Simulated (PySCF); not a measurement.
C3H10O2Si.
SMILES with atom numbers: `[CH3:1][O:2][SiH:3]([CH3:4])[O:5][CH3:6]` (hydrogens: H7, H8, H9 on C1; H10 on Si3; H11, H12, H13 on C4; H14, H15, H16 on C6)

All values: PBE0/def2-SVPD (PySCF, non-relativistic), on one gas-phase PBE0-D3(BJ)/def2-SVP geometry that isn't relaxed in the solvent. The solvent is an IEF-PCM continuum (cavity from Bondi-type radii × 1.2). Only the electrostatic response of the medium enters.

Gas phase at PBE0/def2-SVPD: HOMO -8.06 eV, LUMO 0.60 eV, dipole 0.77 D.

Question: What does the continuum do to the energy, the frontier levels and the dipole at PBE0/def2-SVPD in cyclohexane and dimethylsulfoxide?

Answer: 
```csv
solvent,ε,E(solvent) − E(gas) (kcal/mol),polarisation term (kcal/mol),distortion of the solute (kcal/mol),HOMO (eV),LUMO (eV),dipole (D)
cyclohexane,2.017,-1.39,-1.46,0.07,-8.05,0.65,0.86
dimethylsulfoxide,46.83,-3.60,-4.07,0.47,-8.09,0.68,1.02
```

The polarisation term is half the interaction of the solute with the surface charges that it induces; the rest is the cost of distorting the solute's density. The sum is the electrostatic part of solvation alone. From cyclohexane to dimethylsulfoxide the lowering changes by a factor 2.59, Onsager's factor (ε − 1)/(2ε + 1) by 2.40 and ε itself by 23.2.

Question: How does the static polarisability (PBE0/def2-SVPD, frozen core, with the continuum's full static response) change?

Answer: 
```csv
medium,isotropic (au),principal values (au),⟨r²⟩ of the electrons (bohr²)
gas,70.6,"63.7, 71.7, 76.4",836.9
cyclohexane,77.9,"71.1, 78.9, 83.7",836.5
dimethylsulfoxide,91.7,"86.6, 92.1, 96.4",835.9
```

The isotropic value in dimethylsulfoxide is 1.30 times the gas-phase one; no cavity-field correction is applied. ⟨r²⟩ is taken about the centre of nuclear charge.

The values belong to the conformer `[CH3:1][O:2][SiH:3]([CH3:4])[O:5][CH3:6]`: C1–O2–Si3–C4 -179°, O2–Si3–O5–C6 64°.
